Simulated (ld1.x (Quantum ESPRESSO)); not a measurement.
# Configuration tests for cadmium (Cd) (TM)

| Quantity | Value |
| --- | --- |
| Element | cadmium (Cd) |
| Generator | ld1.x (Quantum ESPRESSO) 7.5 |
| Type | norm-conserving Troullier–Martins (Kleinman–Bylander form) |
| Functional | PBEsol |
| Relativity | non-relativistic |
| Frozen core | [Kr] |
| Valence charge | 12 |
| Reference configuration | 4d10 5s1 5p0 (charge +1) |
| Partial waves | 5s (bound): rc 2.35 bohr; 5p (bound, empty): rc 3.10 bohr; 4d (bound): rc 1.50 bohr |
| Local potential | the d channel |
| Core correction | Bessel-smoothed model core, default radius (core density twice the valence density) |

Energies are relative to the spin-unpolarised reference configuration 4d10 5s1 5p0; without spin polarisation the order of configurations can differ from experiment. The frozen-core shift is the all-electron ΔE with the core orbitals held at their reference shape minus the fully relaxed ΔE.

(1) Give the all-electron excitation energy and the error of the potential for: 4d10 5s2 5p0; 4d10 5s0 5p0; 4d9 5s0 5p0; 4d9 5s2 5p0; 4d10 5s0 5p2; 4d8 5s0 5p0; 4d10 5s1 5p1.

Note: ghost states, extra bound levels that the all-electron valence spectrum of the same l lacks: s at -159.5 eV, p at -54.1 eV. A true bound ghost makes a file unfit for plane-wave use.

Answers

(1)

```
valence configuration  charge  ΔE all-electron (eV)  error AE − PS (meV)  frozen-core shift (meV)
         4d10 5s2 5p0       0                -8.760                 -3.3                     +0.7
         4d10 5s0 5p0      +2                16.212                  -13                     +2.0
          4d9 5s0 5p0      +3                54.696                  -82                     +138
          4d9 5s2 5p0      +1                10.176                 -148                      +85
         4d10 5s0 5p2       0                -0.133                 -0.3                     +0.3
          4d8 5s0 5p0      +4               109.360                 -489                     +661
         4d10 5s1 5p1       0                -4.567                 -1.0                     +0.1
```

These tests converged, but a pseudo level misses the all-electron one widely, so the file describes the atom poorly there or has found another state: 4d8 5s0 5p0: empty 5s by 6.2 eV (a node warning on the way).
